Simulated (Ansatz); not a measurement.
SiH$_{4}$Cl$_{2}$F$_{2}$, closed shell: at the start structure of a reaction step.

The input file, in.yaml:

```yaml
crystal:
  periodic: [false, false, false]
  atoms:
    - {symbol: Si, position_ang: [-1.255463, 0.351316, -0.487100]}
    - {symbol: H, position_ang: [-1.150261, 0.748560, 0.923647]}
    - {symbol: Cl, position_ang: [-0.434893, -1.553755, -0.670411]}
    - {symbol: Cl, position_ang: [-3.230095, 0.182212, -0.972063]}
    - {symbol: H, position_ang: [-0.602942, 1.225215, -1.470204]}
    - {symbol: H, position_ang: [1.877583, 0.472940, 0.687030]}
    - {symbol: F, position_ang: [1.480847, 1.234182, 0.313924]}
    - {symbol: H, position_ang: [1.288956, -1.487928, 0.593484]}
    - {symbol: F, position_ang: [2.026169, -1.172742, 1.081692]}
basis:
  gaussian: {orbitals: def2-TZVPP}
hamiltonian: {xc: {name: wB97X-V}}
```

Command:

```bash
ansatz run in.yaml --threads 8 --pin off --events-out ev --progress --plain --max-ram 19148MiB
```

Output of Ansatz 0.2.0:

```
Functional definition: wB97X-V
  name "wB97X-V"
  cite "Mardirossian & Head-Gordon, Phys. Chem. Chem. Phys. 16, 9904 (2014) doi:10.1039/C3CP54374A"
  cite "Becke, J. Chem. Phys. 107, 8554 (1997) doi:10.1063/1.475007"
  cite "Vydrov & Van Voorhis, J. Chem. Phys. 133, 244103 (2010) doi:10.1063/1.3521275"
  parameter omega = 0.3/bohr
  parameter cx = 0.167
  parameter cx1 = 0.603
  parameter cx2 = 1.194
  parameter css0 = 0.556
  parameter css1 = -0.257
  parameter cos0 = 1.219
  parameter cos1 = -1.850
  parameter b = 6.0
  parameter c = 0.01
  exchange = spin_sum(e_x_unif_sr(omega)*poly(b97_u_x, 1 - cx, cx1, cx2)) + cx*exact_x_sr(omega) + exact_x_lr(omega)
  correlation = spin_sum(e_c_pw_same_spin*poly(b97_u_same, css0, css1))
      + integral(e_c_pw_opposite_spin*poly(b97_u_opposite, cos0, cos1)) + vv10(b, c)
1459 factors; their error is unknown
269 factors; integrals over basis functions are off by at most 2.9e-5 eV
mean field evaluation 1: about -38419.0809 eV, gradient 4.1e1 eV
mean field evaluation 2: about -38419.5753 eV, gradient 4.3e1 eV
mean field evaluation 4: about -38421.7677 eV, gradient 1.1e0 eV
mean field evaluation 8: about -38421.8351 eV, gradient 2.1e-1 eV
mean field evaluation 16: about -38421.8352 eV, gradient 5.8e-5 eV
mean field -38421.83518068 eV, -1411.9763996346 hartree, gradient 5.8e-5 eV, S^2 0.000000; 0 other end points of the search recorded, 0 dependent functions left out
reference -38421.83517893 eV, -1411.9763995703 hartree; 35, 35 occupied and 209, 209 virtual orbitals, 1459 factors
Total energy: -38421.83517893 eV, -1411.9763995703 hartree
```

Time: 4 s of wall clock on 8 CPU threads of an Arm Neoverse V1; the host was shared. Peak host memory: 0.67 GiB.
